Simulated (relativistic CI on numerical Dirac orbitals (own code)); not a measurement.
## Fe³⁺: M2,3 absorption edge

Computed with this model: Dirac-Coulomb-Breit CI, separate exchange-only KLI orbitals for each configuration, model QED (radiative potential, 1s self-energy scaled to tabulated hydrogen-like ionisation energies), valence Slater integrals scaled by 0.7, multiplet model of core-to-valence dipole absorption; configurations [Ar] 3d5 → [Ne] 3s2 3p5 3d6; 10 K; Lorentzian 1.2 eV and Gaussian 0.3 eV FWHM. Energies are those of the free ion, without screening or charge transfer. The branching ratio is the share of the lower-energy edge in the whole absorption, uncertain by about 0.02 where the edges overlap. S is read from ⟨S²⟩ = S(S + 1).

Field parameters in Wybourne normalisation: D3d B²₀ = −7Dσ, B⁴₀ = −14Dq − 21Dτ, B⁴₃ = −14√(10/7) Dq; D4h B²₀ = −7Ds, B⁴₀ = 21(Dq − Dt), B⁴₄ = 21√(5/14) Dq; Oh B⁴₀ = 21Dq, B⁴₄ = √(5/14) B⁴₀. The field is a parameter set, without covalency.

Peaks in eV (height, largest 100): 55.0 (17), 58.0 (19), 61.8 (59), 63.8 (64), 66.8 (100), 72.2 (58).

(1) Which surroundings give this spectrum?
A. free ion
B. D4h, 10Dq = 26350, Ds = 950, Dt = 40 cm⁻¹
C. D3d, 10Dq = 28650, Dσ = 350, Dτ = 420 cm⁻¹
D. D4h, 10Dq = 24150, Ds = 1440, Dt = 450 cm⁻¹

## Answers

(1) B. D4h, 10Dq = 26350, Ds = 950, Dt = 40 cm⁻¹, where the ground state has S = 0.51.
